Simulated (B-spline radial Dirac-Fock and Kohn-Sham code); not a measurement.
# Satellites and hypersatellites of the K lines of Dy⁷⁺

System: the Dy⁷⁺ ion in the configuration [Kr] 4d10 4f9 5s2 5p2.

The run's input, task.json:

```json
{"items": [{
  "Z": 66,
  "q": 7,
  "cfg": [[1, 0, 2], [2, 0, 2], [2, 1, 6], [3, 0, 2], [3, 1, 6], [3, 2, 10], [4, 0, 2], [4, 1, 6], [4, 2, 10], [4, 3, 9], [5, 0, 2], [5, 1, 2]],
  "A": 164,
  "rrms": 5.2218,
  "do": ["binding", "quiet", "double"]
}]}
```

Run with: `python xray_run.py task.json out`

Model: ΔSCF Dirac-Fock with Breit, self-energy and vacuum polarisation, finite nucleus, configuration average. Program: a B-spline atomic structure program. Each two-hole energy is an average over J within one jj subconfiguration, not an observable level; in light atoms, where LS coupling holds, the j-resolved values are not observed lines, and for a K spectator the Kα1 hypersatellite is nearly forbidden. Electron correlation is not included.

Lines without a spectator: Kα2 (K-L2) 45206.0 eV, Kα1 (K-L3) 45997.1 eV, Kβ3 (K-M2) 51942.8 eV, Kβ1 (K-M3) 52109.6 eV. Shifts in eV with one spectator hole (a dash: not computed, or left out as unreliable):

```tsv
spectator hole	Kα2	Kα1	Kβ3	Kβ1
K (1s)	+831.1	+879.9	+1071.6	+1082.7
L2 (2p1/2)	+101.5	+133.3	–	+263.8
L3 (2p3/2)	+84.5	+89.6	+211.5	–
M2 (3p1/2)	–	+19.79	+40.4	+47.9
M3 (3p3/2)	+12.17	–	+36.8	+36.8
M4 (3d3/2)	+4.00	+0.64	–	–
M5 (3d5/2)	-0.72	+2.59	–	–
```

Run: 64 s of CPU time on 1 thread of Neoverse-N1 (shared host), peak memory 0.51 GiB.
